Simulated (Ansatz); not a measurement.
Relaxation of CAlF2NO (6 atoms, charge 0, multiplicity 1), to a largest force component of 0.015 eV/Å in at most 40 steps.

All numbers below come from RKS PBE0/def2-SVP in Ansatz.

```xyz
6
Properties=species:S:1:pos:R:3
O 1.597 -1.607 1.628
C 0.979 -1.227 0.568
N 0.369 -0.877 -0.520
Al -0.585 0.721 -0.555
F -0.606 1.782 0.950
F -1.329 1.373 -2.077
```

Task: Where does it end, and by what steps?

Result: The run converged. After 9 steps the energy has fallen by 2.055 eV; N3 moved furthest, 0.86 Å.

```json
{"step": "0", "energy less start (eV)": "0.0000", "largest force component (eV/Å)": "7.669", "accepted": "yes"}
{"step": "1", "energy less start (eV)": "-1.5278", "largest force component (eV/Å)": "2.063", "accepted": "yes"}
{"step": "2", "energy less start (eV)": "-1.6356", "largest force component (eV/Å)": "3.357", "accepted": "yes"}
{"step": "3", "energy less start (eV)": "-1.9087", "largest force component (eV/Å)": "0.724", "accepted": "yes"}
{"step": "4", "energy less start (eV)": "-1.9539", "largest force component (eV/Å)": "0.346", "accepted": "yes"}
{"step": "5", "energy less start (eV)": "-1.9971", "largest force component (eV/Å)": "0.361", "accepted": "yes"}
{"step": "6", "energy less start (eV)": "-2.0397", "largest force component (eV/Å)": "0.152", "accepted": "yes"}
{"step": "7", "energy less start (eV)": "-2.0541", "largest force component (eV/Å)": "0.087", "accepted": "yes"}
{"step": "8", "energy less start (eV)": "-2.0550", "largest force component (eV/Å)": "0.184", "accepted": "yes"}
{"step": "9", "energy less start (eV)": "-2.0553", "largest force component (eV/Å)": "0.005", "accepted": "yes"}
```

```xyz
6
Properties=species:S:1:pos:R:3
O 1.692 -2.181 1.025
C 1.046 -1.303 0.614
N 0.380 -0.397 0.190
Al -0.588 0.925 -0.418
F -1.017 2.174 0.567
F -1.089 0.948 -1.986
```

Whether the end is a true minimum wasn't checked by a vibrational analysis.

Run time: 43 s on 1 CPU thread of a shared host.
